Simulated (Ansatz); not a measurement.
Ansatz (a first-principles code) input for Al(Me)(vinyl)(OH) (C₃H₇AlO), SMILES C=[CH][Al]([CH3])[OH], PBE0-D3(BJ)/def2-SVP. 

Ansatz 0.2 input:
```yaml
crystal:
  periodic: [false, false, false]
  atoms:
    - {symbol: Al, position_ang: [-0.27994984, 0.21825741, 0.25942547]}
    - {symbol: C, position_ang: [-2.20238707, 0.22767408, 0.79695754]}
    - {symbol: H, position_ang: [-2.76010998, -0.60893810, 0.37265856]}
    - {symbol: H, position_ang: [-2.70646183, 1.14442088, 0.47850368]}
    - {symbol: H, position_ang: [-2.31751845, 0.17755451, 1.88330562]}
    - {symbol: C, position_ang: [0.44054526, -1.12004688, -1.02862452]}
    - {symbol: C, position_ang: [1.71697725, -1.12874466, -1.40257362]}
    - {symbol: H, position_ang: [-0.20911003, -1.88110611, -1.46140135]}
    - {symbol: H, position_ang: [2.13138204, -1.84508027, -2.10249266]}
    - {symbol: H, position_ang: [2.41798054, -0.40257644, -1.01420984]}
    - {symbol: O, position_ang: [0.74906806, 1.34115934, 0.88123689]}
    - {symbol: H, position_ang: [1.35982854, 1.97580904, 1.22665317]}
basis:
  gaussian:
    orbitals: def2-SVP
hamiltonian:
  xc: pbe0
  dispersion: d3bj
relax: {f_tol: 0.002, max_steps: 200}
```

Program output:

```
[...]
these checks for a lower state are left out or cut short: starts, cluster_reference, orbital_swaps, neighbouring_geometries, increment
integrals: 0.06 GiB planned
1187 factors; integrals over basis functions are off by at most 4.4e-4 eV
mean field: 0.43 GiB planned
mean field -11854.85185075 eV, -435.6577700078 hartree, gradient 1.8e-5 eV, S^2 0.000000; 0 other end points of the search recorded, 0 dependent functions left out
the calculation of the forces begins
reference -11854.85188085 eV, -435.6577711140 hartree; 23, 23 occupied and 86, 86 virtual orbitals, 1187 factors
relax step  51: F+E_penalty+E_count = -11855.04299974 eV  Δ(F+E_penalty+E_count) = -6.945e-6 eV  max|allowed force component| = 3.345e-2 eV/Å  Δτ_max = 0.0252 Å  (30 SCF iters, accepted)
these checks for a lower state are left out or cut short: starts, cluster_reference, orbital_swaps, neighbouring_geometries, increment
integrals: 0.06 GiB planned
1187 factors; integrals over basis functions are off by at most 4.4e-4 eV
mean field: 0.43 GiB planned
mean field evaluation 352: about -11854.8518 eV, gradient 1.5e-1 eV
mean field -11854.85189706 eV, -435.6577717098 hartree, gradient 7.3e-6 eV, S^2 0.000000; 0 other end points of the search recorded, 0 dependent functions left out
the calculation of the forces begins
reference -11854.85192717 eV, -435.6577728163 hartree; 23, 23 occupied and 86, 86 virtual orbitals, 1187 factors
relax step  52: F+E_penalty+E_count = -11855.04302894 eV  Δ(F+E_penalty+E_count) = -2.921e-5 eV  max|allowed force component| = 2.664e-2 eV/Å  Δτ_max = 0.0022 Å  (24 SCF iters, accepted)
these checks for a lower state are left out or cut short: starts, cluster_reference, orbital_swaps, neighbouring_geometries, increment
integrals: 0.06 GiB planned
1187 factors; integrals over basis functions are off by at most 4.4e-4 eV
mean field: 0.43 GiB planned
mean field -11854.85195997 eV, -435.6577740215 hartree, gradient 7.3e-5 eV, S^2 0.000000; 0 other end points of the search recorded, 0 dependent functions left out
the calculation of the forces begins
reference -11854.85199008 eV, -435.6577751281 hartree; 23, 23 occupied and 86, 86 virtual orbitals, 1187 factors
relax step  53: F+E_penalty+E_count = -11855.04308044 eV  Δ(F+E_penalty+E_count) = -5.149e-5 eV  max|allowed force component| = 1.710e-2 eV/Å  Δτ_max = 0.0023 Å  (21 SCF iters, accepted)
these checks for a lower state are left out or cut short: starts, cluster_reference, orbital_swaps, neighbouring_geometries, increment
integrals: 0.06 GiB planned
1187 factors; integrals over basis functions are off by at most 4.3e-4 eV
mean field: 0.43 GiB planned
mean field -11854.85198902 eV, -435.6577750893 hartree, gradient 1.7e-5 eV, S^2 0.000000; 0 other end points of the search recorded, 0 dependent functions left out
the calculation of the forces begins
reference -11854.85201912 eV, -435.6577761953 hartree; 23, 23 occupied and 86, 86 virtual orbitals, 1187 factors
relax step  54: F+E_penalty+E_count = -11855.04310691 eV  Δ(F+E_penalty+E_count) = -2.647e-5 eV  max|allowed force component| = 9.682e-3 eV/Å  Δτ_max = 0.0079 Å  (22 SCF iters, accepted)
these checks for a lower state are left out or cut short: starts, cluster_reference, orbital_swaps, neighbouring_geometries, increment
integrals: 0.06 GiB planned
1187 factors; integrals over basis functions are off by at most 4.3e-4 eV
mean field: 0.43 GiB planned
mean field -11854.85203629 eV, -435.6577768262 hartree, gradient 1.8e-5 eV, S^2 0.000000; 0 other end points of the search recorded, 0 dependent functions left out
the calculation of the forces begins
reference -11854.85206633 eV, -435.6577779304 hartree; 23, 23 occupied and 86, 86 virtual orbitals, 1187 factors
relax step  55: F+E_penalty+E_count = -11855.04315189 eV  Δ(F+E_penalty+E_count) = -4.498e-5 eV  max|allowed force component| = 6.535e-3 eV/Å  Δτ_max = 0.0250 Å  (29 SCF iters, accepted)
these checks for a lower state are left out or cut short: starts, cluster_reference, orbital_swaps, neighbouring_geometries, increment
integrals: 0.06 GiB planned
1187 factors; integrals over basis functions are off by at most 4.3e-4 eV
mean field: 0.43 GiB planned
mean field -11854.85205567 eV, -435.6577775386 hartree, gradient 1.8e-5 eV, S^2 0.000000; 0 other end points of the search recorded, 0 dependent functions left out
the calculation of the forces begins
reference -11854.85208565 eV, -435.6577786401 hartree; 23, 23 occupied and 86, 86 virtual orbitals, 1187 factors
relax step  56: F+E_penalty+E_count = -11855.04316006 eV  Δ(F+E_penalty+E_count) = -8.170e-6 eV  max|allowed force component| = 2.885e-2 eV/Å  Δτ_max = 0.0385 Å  (28 SCF iters, accepted)
these checks for a lower state are left out or cut short: starts, cluster_reference, orbital_swaps, neighbouring_geometries, increment
integrals: 0.06 GiB planned
1187 factors; integrals over basis functions are off by at most 4.3e-4 eV
mean field: 0.43 GiB planned
mean field evaluation 384: about -11854.8521 eV, gradient 4.2e-4 eV
mean field -11854.85207792 eV, -435.6577783562 hartree, gradient 2.4e-5 eV, S^2 0.000000; 0 other end points of the search recorded, 0 dependent functions left out
the calculation of the forces begins
reference -11854.85210791 eV, -435.6577794585 hartree; 23, 23 occupied and 86, 86 virtual orbitals, 1187 factors
relax step  57: F+E_penalty+E_count = -11855.04318659 eV  Δ(F+E_penalty+E_count) = -2.653e-5 eV  max|allowed force component| = 1.095e-2 eV/Å  Δτ_max = 0.0104 Å  (22 SCF iters, accepted)
these checks for a lower state are left out or cut short: starts, cluster_reference, orbital_swaps, neighbouring_geometries, increment
integrals: 0.06 GiB planned
1187 factors; integrals over basis functions are off by at most 4.3e-4 eV
mean field: 0.43 GiB planned
mean field -11854.85209051 eV, -435.6577788189 hartree, gradient 1.2e-5 eV, S^2 0.000000; 0 other end points of the search recorded, 0 dependent functions left out
the calculation of the forces begins
reference -11854.85212049 eV, -435.6577799207 hartree; 23, 23 occupied and 86, 86 virtual orbitals, 1187 factors
relax step  58: F+E_penalty+E_count = -11855.04319493 eV  Δ(F+E_penalty+E_count) = -8.342e-6 eV  max|allowed force component| = 5.614e-3 eV/Å  Δτ_max = 0.0065 Å  (23 SCF iters, accepted)
these checks for a lower state are left out or cut short: starts, cluster_reference, orbital_swaps, neighbouring_geometries, increment
integrals: 0.06 GiB planned
1187 factors; integrals over basis functions are off by at most 4.3e-4 eV
mean field: 0.43 GiB planned
mean field -11854.85209711 eV, -435.6577790613 hartree, gradient 2.5e-5 eV, S^2 0.000000; 0 other end points of the search recorded, 0 dependent functions left out
the calculation of the forces begins
reference -11854.85212707 eV, -435.6577801623 hartree; 23, 23 occupied and 86, 86 virtual orbitals, 1187 factors
relax step  59: F+E_penalty+E_count = -11855.04319556 eV  Δ(F+E_penalty+E_count) = -6.235e-7 eV  max|allowed force component| = 1.101e-2 eV/Å  Δτ_max = 0.0150 Å  (22 SCF iters, accepted)
these checks for a lower state are left out or cut short: starts, cluster_reference, orbital_swaps, neighbouring_geometries, increment
integrals: 0.06 GiB planned
1187 factors; integrals over basis functions are off by at most 4.3e-4 eV
mean field: 0.43 GiB planned
mean field -11854.85207609 eV, -435.6577782890 hartree, gradient 2.4e-5 eV, S^2 0.000000; 0 other end points of the search recorded, 0 dependent functions left out
the calculation of the forces begins
reference -11854.85210604 eV, -435.6577793895 hartree; 23, 23 occupied and 86, 86 virtual orbitals, 1187 factors
relax step  60: F+E_penalty+E_count = -11855.04317834 eV  Δ(F+E_penalty+E_count) = +1.722e-5 eV  max|allowed force component| = 1.463e-2 eV/Å  Δτ_max = 0.0068 Å  (22 SCF iters, rejected (line search))
these checks for a lower state are left out or cut short: starts, cluster_reference, orbital_swaps, neighbouring_geometries, increment
integrals: 0.06 GiB planned
1187 factors; integrals over basis functions are off by at most 4.3e-4 eV
mean field: 0.43 GiB planned
mean field -11854.85210908 eV, -435.6577795015 hartree, gradient 7.8e-5 eV, S^2 0.000000; 0 other end points of the search recorded, 0 dependent functions left out
the calculation of the forces begins
reference -11854.85213903 eV, -435.6577806021 hartree; 23, 23 occupied and 86, 86 virtual orbitals, 1187 factors
relax step  61: F+E_penalty+E_count = -11855.04321119 eV  Δ(F+E_penalty+E_count) = -1.563e-5 eV  max|allowed force component| = 2.544e-3 eV/Å  Δτ_max = 0.0033 Å  (21 SCF iters, accepted)
these checks for a lower state are left out or cut short: starts, cluster_reference, orbital_swaps, neighbouring_geometries, increment
integrals: 0.06 GiB planned
1187 factors; integrals over basis functions are off by at most 4.3e-4 eV
mean field: 0.43 GiB planned
mean field -11854.85211441 eV, -435.6577796970 hartree, gradient 1.1e-5 eV, S^2 0.000000; 0 other end points of the search recorded, 0 dependent functions left out
the calculation of the forces begins
reference -11854.85214434 eV, -435.6577807972 hartree; 23, 23 occupied and 86, 86 virtual orbitals, 1187 factors
relax step  62: F+E_penalty+E_count = -11855.04321353 eV  Δ(F+E_penalty+E_count) = -2.340e-6 eV  max|allowed force component| = 2.960e-3 eV/Å  Δτ_max = 0.0085 Å  (22 SCF iters, accepted)
these checks for a lower state are left out or cut short: starts, cluster_reference, orbital_swaps, neighbouring_geometries, increment
integrals: 0.06 GiB planned
1187 factors; integrals over basis functions are off by at most 4.3e-4 eV
mean field: 0.43 GiB planned
mean field evaluation 416: about -11854.8521 eV, gradient 1.0e-1 eV
mean field -11854.85211595 eV, -435.6577797536 hartree, gradient 4.3e-5 eV, S^2 0.000000; 0 other end points of the search recorded, 0 dependent functions left out
the calculation of the forces begins
reference -11854.85214588 eV, -435.6577808536 hartree; 23, 23 occupied and 86, 86 virtual orbitals, 1187 factors
relax step  63: F+E_penalty+E_count = -11855.04321415 eV  Δ(F+E_penalty+E_count) = -6.227e-7 eV  max|allowed force component| = 1.978e-3 eV/Å  Δτ_max = 0.0029 Å  (19 SCF iters, accepted)
integrals: 0.06 GiB planned
1187 factors; integrals over basis functions are off by at most 4.3e-4 eV
mean field: 0.43 GiB planned
mean field -11854.85211595 eV, -435.6577797536 hartree, gradient 4.3e-5 eV, S^2 0.000000; 1 other end points of the search recorded, 0 dependent functions left out
the calculation of the forces begins
reference -11854.85214588 eV, -435.6577808536 hartree; 23, 23 occupied and 86, 86 virtual orbitals, 1187 factors
Total energy: -11855.04324408 eV, -435.6648035832 hartree
Atom 0 at    -0.343804     0.184997     0.319461 Å, force    -0.000998     0.001241     0.001199 eV/Å
Atom 1 at    -2.227189     0.229720     0.801698 Å, force    -0.001327    -0.000632     0.000802 eV/Å
Atom 2 at    -2.580694    -0.762756     1.129184 Å, force     0.000414     0.001978    -0.000892 eV/Å
Atom 3 at    -2.854295     0.515645    -0.059814 Å, force     0.000563    -0.000717     0.000829 eV/Å
Atom 4 at    -2.424560     0.944499     1.615281 Å, force     0.000421    -0.000942    -0.001030 eV/Å
Atom 5 at     0.398379    -0.964655    -1.073694 Å, force     0.000763     0.000093     0.000619 eV/Å
Atom 6 at     1.703461    -0.979171    -1.387808 Å, force     0.000160    -0.000637    -0.001276 eV/Å
Atom 7 at    -0.243243    -1.646474    -1.651807 Å, force    -0.000384    -0.000045    -0.000161 eV/Å
Atom 8 at     2.124443    -1.624276    -2.170265 Å, force     0.000548     0.000215     0.000290 eV/Å
Atom 9 at     2.433740    -0.339505    -0.874664 Å, force    -0.000289    -0.000012     0.000040 eV/Å
Atom 10 at     0.704293     1.224462     1.181967 Å, force     0.000914    -0.000226    -0.000275 eV/Å
Atom 11 at     1.649713     1.315896     1.059901 Å, force    -0.000785    -0.000316    -0.000144 eV/Å
Dipole moment:     0.166671    -0.125070    -0.171709 e Å
```

Self-consistency was reached.

Cost: around 4 core-minutes (rough).
